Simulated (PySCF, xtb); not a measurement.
3-methylidenefuran (C5H6O), SMILES C1OCC(=C)C=1.

xtb 6.7.1 with GFN2-xTB at its own geometry gives an orbital gap of 3.41 eV and a dipole moment of 0.34 D.

The structure is a stationary point at B3LYP-D3(BJ)/def2-SVP. Other conformers were not sampled.

**Question.** What does PBE/def2-TZVP (PySCF) give? (An estimate is asked for; the answer gives what the named calculation found.)

**Answer.** gap 3.37 eV (levels -4.83 and -1.46 eV), dipole 0.14 D.
